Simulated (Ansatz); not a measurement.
A made-up structure of SiNH₄Se (charge +1), singlet:

```
atom    x (Å)    y (Å)    z (Å)
  N1   0.4738   0.5573   0.0479
 Si2  -1.1242   0.2023  -0.1195
 Se3   2.0702  -0.9156   0.2219
  H4  -1.6802  -1.1032  -0.1735
  H5  -2.1070   1.2216  -0.2269
  H6   0.7113   1.5490   0.0694
  H7   1.1095  -2.0307   0.1249
```

It is relaxed with PBE-D4/def2-SVP and then PBE0-D4/def2-TZVP (Ansatz 0.2.0). Atoms count as bonded within 1.22 times the sum of their covalent radii (H–H: 0.88 Å). The end point is not checked to be a true minimum.

(1) Does its bonding change? (Judge from chemistry; the calculation decides.)

Answers

(1) By the calculation: No: no bond forms or breaks.

Where it ends: The first stage lowers the energy by 0.72 eV in 7 steps. It ends as SiNH₄Se ([SiH2][NH][SeH]), total charge +1:
N1  (0.453, 0.427, 0.046)
Si2  (-1.161, 0.173, -0.124)
Se3  (1.927, -0.719, 0.205)
H4  (-1.625, -1.218, -0.168)
H5  (-2.019, 1.361, -0.218)
H6  (0.777, 1.390, 0.077)
H7  (1.101, -1.935, 0.125)
(Å)

Labels in which every atom is bracketed show which atoms are joined, not bond orders.

For scale, one of the runs: PBE0-D4/def2-TZVP relaxation, 140 basis functions, launched by `ansatz run in.yaml --threads 2 --pin off --events-out ev --progress --plain --max-ram 4352MiB`. Hardware: 2 CPU threads of an Intel Xeon Platinum 8488C, shared host. Wall time about 16 s.
